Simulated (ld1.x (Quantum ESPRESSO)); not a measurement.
## u(r) = r·R(r): atom against pseudo-atom (nickel (Ni))

Columns: radius, all-electron u(r) and pseudo u(r) of the 3d shell (level -8.87 eV) of nickel in the configuration [Ne] 3s2 3p6 3d8 4s2 4p0; PBE, scalar-relativistic, TM semilocal scheme, ld1.x (Quantum ESPRESSO) 7.5.

```csv
r (bohr),all-electron,pseudo
0.098,0.0899,0.0144
0.195,0.3459,0.1034
0.292,0.6130,0.2976
0.390,0.8124,0.5681
0.488,0.9297,0.8350
0.585,0.9774,1.0203
0.682,0.9768,1.0945
0.780,0.9454,1.0717
0.878,0.8966,0.9918
0.975,0.8399,0.8951
1.072,0.7804,0.8045
1.170,0.7206,0.7277
1.268,0.6631,0.6641
1.365,0.6094,0.6094
1.463,0.5588,0.5588
1.560,0.5125,0.5125
1.658,0.4695,0.4695
1.755,0.4305,0.4305
1.852,0.3949,0.3949
1.950,0.3619,0.3619
2.047,0.3322,0.3322
2.145,0.3047,0.3047
2.242,0.2798,0.2798
2.340,0.2568,0.2568
2.438,0.2358,0.2358
2.535,0.2168,0.2168
```

(1) How many radial nodes do the two functions have?

(2) At about which radius was the pseudo-wave matched?

(3) Where does each function peak?

(4) Is the pseudo-wave norm-conserving?

Results:

(1) The all-electron 3d function has n − l − 1 = 0; the pseudo-wave has 0.

(2) 1.45 bohr, where the columns begin to agree (steps of 0.10 bohr).

(3) Outermost all-electron maximum near 0.58 bohr, pseudo maximum near 0.68 bohr (to the table’s step).

(4) Yes: the TM semilocal scheme keeps the norm inside the radius equal to the all-electron one, which fixes the energy derivative of the logarithmic derivative at the level.
